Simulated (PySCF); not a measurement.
## YH at LC-ωPBE

Level: LC-ωPBE. PySCF, scalar-relativistic core potentials, basis sets Y def2-TZVPP with ECP28, H def2-TZVPP.

For YH, the state is ¹Σ⁺ (singlet), closed shell. The bond length is 1.922 Å and the harmonic wavenumber is 1551 cm⁻¹. The force constant is 1.41 mdyn/Å. The rotational constant Be is 4.579 cm⁻¹, the anharmonicity ωexe is 17.7 cm⁻¹ and the vibration–rotation constant αe is 0.0856 cm⁻¹. The well depth De to Y (4d1 5s2) + H is 2.85 eV and the dissociation energy D0 is 2.75 eV. The HOMO–LUMO gap is 6.55 eV, the bond order (Mayer) is 0.96 and the dipole moment (positive dipole means Y(−)H(+)) is -1.66 D.

The metal atom is held in its measured ground configuration; semilocal functionals can put another filling of s and d lower by some tenths of an eV, and De to that atom would be smaller. These are scalar-relativistic numbers at best; spin–orbit coupling would shift them, the dissociation energy most.
